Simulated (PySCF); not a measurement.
C2H7OSi, SMILES C[SiH]([O])C (connectivity only; charge and spin as stated), charge -1, multiplicity 1.

Coordinates come from a B3LYP-D3(BJ)/def2-SVPD optimisation. The spin state was assumed, not searched. The isomer is the one that the SMILES or the coordinates give; other isomers of the formula were not compared.

Computed with PySCF with PBE/def2-SVPD.

The molecule is in vacuum. A positive occupied level means that this level leaves the electron formally unbound; only the finite basis holds it.

```
Property                                                          Result
------------------------------------------------  ----------------------
total energy                                          -444.67760 hartree
point group                                                           Cs
highest occupied level                                           0.10 eV
lowest empty level                                               3.81 eV
orbital gap                                                      3.71 eV
dipole moment about the centre of nuclear charge                  4.46 D
mean static polarisability                         77.2 bohr³ (11.44 Å³)
polarisability, principal values                  70.4, 79.0, 82.2 bohr³
```
